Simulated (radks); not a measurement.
Valence configurations of W (all share [Xe]). Method: scalar-relativistic Kohn-Sham, r2SCAN, spin-polarised, spherical densities, finite nucleus; open shells are filled with parallel spins first (spin-orbit coupling, left out, can overturn this in heavy ions); meta-GGA in the generalised Kohn-Sham scheme; Fermi nuclear charge, rms radius 5.3658 fm; computed with a radial shooting solver on a logarithmic mesh with Libxc functionals. Energies are relative to 4f14 5d4 6s2; eigenvalues in eV for spin up.

[
 {"valence": "4f14 5d4.5 6s1.5", "E (eV)": "-0.510", "moment (Bohr magnetons)": "5", "e(4f)": "-32.187", "e(5d)": "-5.045", "e(6p)": "-", "e(6s)": "-6.436"},
 {"valence": "4f14 5d4 6s2", "E (eV)": "0.000", "moment (Bohr magnetons)": "4", "e(4f)": "-33.460", "e(5d)": "-5.671", "e(6p)": "-", "e(6s)": "-6.557"},
 {"valence": "4f14 5d4 6s1 6p1", "E (eV)": "2.362", "moment (Bohr magnetons)": "6", "e(4f)": "-34.766", "e(5d)": "-6.982", "e(6p)": "-2.549", "e(6s)": "-7.896"},
 {"valence": "4f14 5d4 6p2", "E (eV)": "7.693", "moment (Bohr magnetons)": "6", "e(4f)": "-36.260", "e(5d)": "-8.181", "e(6p)": "-3.247", "e(6s)": "-"},
 {"valence": "4f14 5d2 6s2 6p2", "E (eV)": "11.319", "moment (Bohr magnetons)": "4", "e(4f)": "-42.041", "e(5d)": "-11.010", "e(6p)": "-3.933", "e(6s)": "-9.931"},
 {"valence": "4f13 5d4.5 6s2 6p0.5", "E (eV)": "33.809", "moment (Bohr magnetons)": "6", "e(4f)": "-45.339", "e(5d)": "-8.616", "e(6p)": "-2.125", "e(6s)": "-7.772"},
 {"valence": "4f13 5d4 6s2 6p1", "E (eV)": "37.259", "moment (Bohr magnetons)": "6", "e(4f)": "-47.600", "e(5d)": "-10.109", "e(6p)": "-2.804", "e(6s)": "-8.690"},
 {"valence": "4f13 5d4.5 6p2.5", "E (eV)": "42.058", "moment (Bohr magnetons)": "8", "e(4f)": "-48.000", "e(5d)": "-11.032", "e(6p)": "-3.788", "e(6s)": "-"},
 {"valence": "4f12 5d5 6s2 6p1", "E (eV)": "76.422", "moment (Bohr magnetons)": "8", "e(4f)": "-57.942", "e(5d)": "-11.768", "e(6p)": "-2.830", "e(6s)": "-8.987"},
 {"valence": "4f12 5d4 6s2 6p2", "E (eV)": "86.288", "moment (Bohr magnetons)": "8", "e(4f)": "-62.708", "e(5d)": "-14.864", "e(6p)": "-4.066", "e(6s)": "-10.770"}
]

NIST lists [Xe] 4f14 5d4 6s2 as the ground configuration; this level of theory puts 4f14 5d4.5 6s1.5 lower, by 0.510 eV. The energies are those of spherical high-spin densities, not of single terms.
